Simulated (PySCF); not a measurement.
# Correlation energy of Au (gold, neutral)

[Xe] 4f14 5d10 6p1, 2P determinant (an excited configuration). Calculation: PySCF 2.14, in def2-TZVPPD with the def2 core potential (60 electrons) (6s5p3d2f1g, 59 functions); scalar relativity through the core potential. Frozen: nothing; 19 electrons correlated.

```json
{"level": "CCSD", "correlation energy (mhartree)": "-525.34"}
{"level": "(T)", "correlation energy (mhartree)": "-18.06"}
{"level": "CCSD(T)", "correlation energy (mhartree)": "-543.40"}
```

Diagnostics: T1 = 0.016, D1 = 0.0754, largest double amplitude 0.039.

Spin-orbit coupling, absent here, splits the open shell strongly.

Cost of the coupled-cluster step: roughly 15 core-seconds, for 19 correlated electrons.

Iterations:

```
CC2 = 0
CCSD nocc = (np.int64(10), np.int64(9)), nmo = (59, 59)
frozen orbitals [[], []]
max_cycle = 100
direct = 0
conv_tol = 1e-08
conv_tol_normt = 1e-06
diis_space = 8
diis_start_cycle = 0
Init t2, MP2 energy = -0.551104896391394
Init E_corr(UCCSD) = -0.551104896398255
cycle = 1  E_corr(UCCSD) = -0.511002979864445  dE = 0.0401019165  norm(t1,t2) = 0.0812803
cycle = 2  E_corr(UCCSD) = -0.525103525625191  dE = -0.0141005458  norm(t1,t2) = 0.0281278
cycle = 3  E_corr(UCCSD) = -0.523776630621213  dE = 0.001326895  norm(t1,t2) = 0.0161559
cycle = 4  E_corr(UCCSD) = -0.525066605678608  dE = -0.00128997506  norm(t1,t2) = 0.00979411
cycle = 5  E_corr(UCCSD) = -0.525364097670526  dE = -0.000297491992  norm(t1,t2) = 0.00369683
cycle = 6  E_corr(UCCSD) = -0.525206851292423  dE = 0.000157246378  norm(t1,t2) = 0.00286872
cycle = 7  E_corr(UCCSD) = -0.525342332765172  dE = -0.000135481473  norm(t1,t2) = 0.00194864
cycle = 8  E_corr(UCCSD) = -0.525397977177272  dE = -5.56444121e-05  norm(t1,t2) = 0.00130444
cycle = 9  E_corr(UCCSD) = -0.525327889087079  dE = 7.00880902e-05  norm(t1,t2) = 0.000687528
cycle = 10  E_corr(UCCSD) = -0.525329720212481  dE = -1.8311254e-06  norm(t1,t2) = 0.000393517
cycle = 11  E_corr(UCCSD) = -0.525346788618191  dE = -1.70684057e-05  norm(t1,t2) = 0.00028908
cycle = 12  E_corr(UCCSD) = -0.52534233275543  dE = 4.45586276e-06  norm(t1,t2) = 0.000166555
cycle = 13  E_corr(UCCSD) = -0.525345517395911  dE = -3.18464048e-06  norm(t1,t2) = 8.56166e-05
cycle = 14  E_corr(UCCSD) = -0.525343527018332  dE = 1.99037758e-06  norm(t1,t2) = 4.14723e-05
cycle = 15  E_corr(UCCSD) = -0.525344481781997  dE = -9.54763664e-07  norm(t1,t2) = 1.82732e-05
cycle = 16  E_corr(UCCSD) = -0.525344490352199  dE = -8.57020233e-09  norm(t1,t2) = 7.76624e-06
cycle = 17  E_corr(UCCSD) = -0.52534417132756  dE = 3.19024639e-07  norm(t1,t2) = 3.47235e-06
cycle = 18  E_corr(UCCSD) = -0.525344110322064  dE = 6.10054958e-08  norm(t1,t2) = 1.60165e-06
cycle = 19  E_corr(UCCSD) = -0.525344077227245  dE = 3.30948196e-08  norm(t1,t2) = 8.14864e-07
cycle = 20  E_corr(UCCSD) = -0.52534408700238  dE = -9.77513503e-09  norm(t1,t2) = 4.23763e-07
UCCSD converged
E(UCCSD) = -135.1567665745361  E_corr = -0.5253440870023798
UCCSD(T) correction = -0.0180632926195534
```

The basis has no tight functions for the innermost shells, so their pair energies are far from complete.

This basis was not built for core-valence correlation, so the inner-shell part is incomplete.
